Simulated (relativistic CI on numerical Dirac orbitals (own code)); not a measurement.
**Electric-dipole lines of Hg46+**

Computed by Dirac-Coulomb-Breit CI, separate exchange-only KLI orbitals for each configuration, QED by a radiative potential, unscaled Slater integrals (own radial code, finite nucleus).

CI space (outside the closed core [Ar] 3d10): 4s²4p⁴, 4s4p⁵, 4s²4p³4d, 4p⁶, 4s4p⁴4d, 4s²4p³4f, 4s4p⁴4f, 4p⁵4d, 4s4p³4d², 4s²4p²4d4f, 4p⁵4f, 4p⁴4d², 4p³4d³, 4p³4d²4f. Double excitations out of closed p, d and f shells are left out; levels of such configurations are missing from the list, as are those of other unlisted configurations, and high levels can miss mixing partners.

```csv
λ vac (nm),Lower,Upper,A (s⁻¹),gf,Branching (%)
3.6699,4s²4p⁴ ³P2 [1],4s²4p³4d ³S°1 [24],3.54e+12,2.14e+00,99.5
3.6769,4s²4p⁴ ³P1 [3],4s²4p³4d ³D°2 [66],1.10e+12,1.12e+00,49.2
3.6836,4s²4p⁴ ¹S0 [2],4s²4p³4d ³D°1 [30],2.39e+12,1.46e+00,98.6
3.6838,4s²4p⁴ ³P2 [1],4s²4p³4d ³P°2 [23],3.24e+12,3.30e+00,99.9
3.7006,4s²4p⁴ ³P2 [1],4s²4p³4d ³D°3 [22],2.53e+12,3.64e+00,100.0
3.7115,4s²4p⁴ ³P1 [3],4s²4p³4d ³P°1 [63],2.00e+12,1.24e+00,72.5
3.7416,4s²4p⁴ ¹D2 [4],4s²4p³4d ¹F°3 [64],2.36e+12,3.47e+00,100.0
4.3334,4s²4p³4d ³D°2 [5],4s4p⁴4d ³G3 [58],7.48e+11,1.47e+00,32.4
4.3400,4s²4p³4d ³D°2 [5],4s4p⁴4d ³D2 [55],1.09e+12,1.54e+00,48.8
4.4006,4s²4p³4d ³F°4 [9],4s4p⁴4d ³F4 [69],1.20e+12,3.15e+00,64.6
4.4041,4s²4p³4d ³F°3 [8],4s4p⁴4d ³G3 [58],1.48e+12,3.02e+00,64.2
4.4604,4s²4p³4d ³F°4 [9],4s4p⁴4d ³D3 [67],1.04e+12,2.18e+00,74.4
4.5960,4s²4p⁴ ¹D2 [4],4s4p⁵ ³P°1 [42],1.73e+12,1.64e+00,94.6
4.7950,4s²4p⁴ ³P2 [1],4s4p⁵ ³P°2 [13],5.97e+11,1.03e+00,95.7
4.8906,4s²4p³4d ³F°4 [9],4s4p⁴4d ⁵F5 [57],4.83e+11,1.91e+00,92.8
5.2425,4s4p⁵ ³P°2 [13],4s4p⁴4d ³D3 [73],8.28e+11,2.39e+00,40.9
5.3009,4s²4p⁴ ³P1 [3],4s²4p³4d ³P°2 [37],8.68e+11,1.83e+00,55.8
5.4206,4s²4p⁴ ¹D2 [4],4s²4p³4d ³P°2 [37],6.68e+11,1.47e+00,43.0
5.4951,4s²4p⁴ ¹D2 [4],4s²4p³4d ¹F°3 [36],9.41e+11,2.98e+00,96.4
5.5822,4s²4p⁴ ³P2 [1],4s²4p³4d ³D°3 [11],6.99e+11,2.29e+00,100.0
```

Terms are leading LS components. Brackets give the number of a level in order of energy, since labels repeat. The list gives strong lines, with weight on those to low levels, without lines whose two gauges differ by over a factor of 2.5, among the lowest 200 of 2773 levels, so that lines to higher ones, which can be the strongest, are missing. Levels whose partners in the same complex of configurations lie outside the list can be far off, and so can their lines. Rates are taken at the computed energies, electric ones in the length gauge.

At this charge energies of transitions that change n are usually good to better than 1 %, and those within a shell (Δn = 0) to a few per cent.

LS names give the leading component of a level, which can be under half, so a name can repeat, a term be missing and a line seem to break the LS rules.
